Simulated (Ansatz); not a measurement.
System: BH$_{2}$S, charge 0, doublet. BH2S (SMILES [BH]S, doublet).
B3LYP-D3(BJ)/def2-TZVP minimum from Ansatz (an electronic-structure program):
```
B
H 1 1.1826
S 1 1.7362 2 133.59
H 3 1.3607 1 102.42 2 0.00
```
Charge 0, spin multiplicity 2.

Total energies in cc-pV(T+d)Z, 11 correlated electrons, 6 frozen orbitals. Radicals and triplets start from unrestricted determinants; spin-orbit coupling is neglected. Correlated methods leave the cores frozen. No relativity.

```
method    program  energy (Eh)  minus CCSDT(Q) (mEh)
--------  -------  -----------  --------------------
HF         Ansatz   -423.36224                301.07
MP2        Ansatz   -423.61760                 45.71
CCSD       Ansatz   -423.64871                 14.60
CCSD(T)    Ansatz   -423.66146                  1.85
CCSDT(Q)   Ansatz   -423.66331                  0.00
```

Rough core times of Ansatz's runs on a shared machine: CCSD(T) 20 s, CCSDT(Q) 9 min.
